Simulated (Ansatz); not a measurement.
Wavefunction ladder for `FB(F)C1CO1`

```json
{"atom": "F1", "x (Å)": "1.315", "y (Å)": "-1.296", "z (Å)": "1.083"}
{"atom": "B2", "x (Å)": "0.710", "y (Å)": "-1.195", "z (Å)": "-0.082"}
{"atom": "F3", "x (Å)": "0.641", "y (Å)": "-2.280", "z (Å)": "-0.830"}
{"atom": "C4", "x (Å)": "0.062", "y (Å)": "0.138", "z (Å)": "-0.548"}
{"atom": "C5", "x (Å)": "-0.716", "y (Å)": "0.932", "z (Å)": "0.426"}
{"atom": "O6", "x (Å)": "0.564", "y (Å)": "1.342", "z (Å)": "0.043"}
{"atom": "H7", "x (Å)": "-0.226", "y (Å)": "0.244", "z (Å)": "-1.592"}
{"atom": "H8", "x (Å)": "-0.810", "y (Å)": "0.581", "z (Å)": "1.451"}
{"atom": "H9", "x (Å)": "-1.540", "y (Å)": "1.534", "z (Å)": "0.050"}
```

The species carries charge 0 and has multiplicity 1. All single points use the PBE0-D4/def2-TZVP geometry. It is one conformer, not always the lowest. Frozen core, restricted reference, the Gaussian-basis code of Ansatz. CBS rows extrapolate triple and quadruple zeta; past MP2 they add the triple-zeta difference.

| basis | HF (Eh) | MP2 corr. | CCSD corr. | (T) | CCSD(T) total |
| --- | --- | --- | --- | --- | --- |
| def2-TZVPP | ? | -1.14571 | -1.16228 | -0.04250 | ? |
| def2-QZVPP | -376.16865 | ? | – | – | – |
| CBS(def2) | ? | -1.30964 | ? | as TZ | ? |

Task: Fill in the withheld values. (An estimate is asked.)

Result: Computed: def2-TZVPP HF (Eh): -376.15181; def2-TZVPP CCSD(T) total: -377.35659; def2-QZVPP MP2 corr.: -1.23988; CBS(def2) HF (Eh): -376.17097; CBS(def2) CCSD corr.: -1.32622; CBS(def2) CCSD(T) total: -377.53969.
